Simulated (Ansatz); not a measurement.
`CCN(C)B(Cl)Cl`, 15 atoms. Charge 0, multiplicity 1. All runs use 4 threads of an Arm Neoverse V2 on a shared host. Correlated methods freeze the cores.

Q: How many basis functions does each run have, and how long does it take in Ansatz? RKS ωB97X-V/def2-TZVPP energy; RHF-CCSD(T)/def2-SVP energy; RKS ωB97M-V/def2-QZVPP energy; RKS PBE-QIDH (frozen core)/def2-TZVPP energy; RKS PBE0-D4/def2-QZVPP energy; RKS ωB97M-V/def2-SVP energy; RHF-MP2/def2-QZVPP energy; RKS revPBE-D4/def2-TZVPP energy; RKS B3LYP-D4/def2-TZVPP energy and forces; RKS PBE0-D4/def2-SVP energy; RHF-MP2/def2-TZVPP energy; RKS PBE0-D4/def2-TZVP relaxation (8 steps). (An estimate is asked.)

A: Computed: Other jobs shared the machine, so times are rough.

| level | job | functions | wall time | peak host memory (GiB) |
| --- | --- | --- | --- | --- |
| RKS PBE0-D4/def2-SVP | energy | 146 | 2.4 s | 0.73 |
| RKS revPBE-D4/def2-TZVPP | energy | 351 | 4.9 s | 0.66 |
| RKS ωB97M-V/def2-SVP | energy | 146 | 9 s | 0.73 |
| RHF-MP2/def2-TZVPP | energy | 351 | 10 s | 1.3 |
| RKS B3LYP-D4/def2-TZVPP | energy and forces | 351 | 13 s | 1.6 |
| RKS PBE-QIDH (frozen core)/def2-TZVPP | energy | 351 | 15 s | 1.4 |
| RKS ωB97X-V/def2-TZVPP | energy | 351 | 17 s | 1.6 |
| RKS PBE0-D4/def2-QZVPP | energy | 665 | 26 s | 3.5 |
| RHF-CCSD(T)/def2-SVP | energy | 146 | 31 s | 1.2 |
| RKS ωB97M-V/def2-QZVPP | energy | 665 | 49 s | 4.2 |
| RKS PBE0-D4/def2-TZVP | relaxation (8 steps) | 277 | 70 s | 1.1 |
| RHF-MP2/def2-QZVPP | energy | 665 | 72 s | 7.2 |

B3LYP here is the variant with VWN-RPA as its local correlation; programs differ in this.
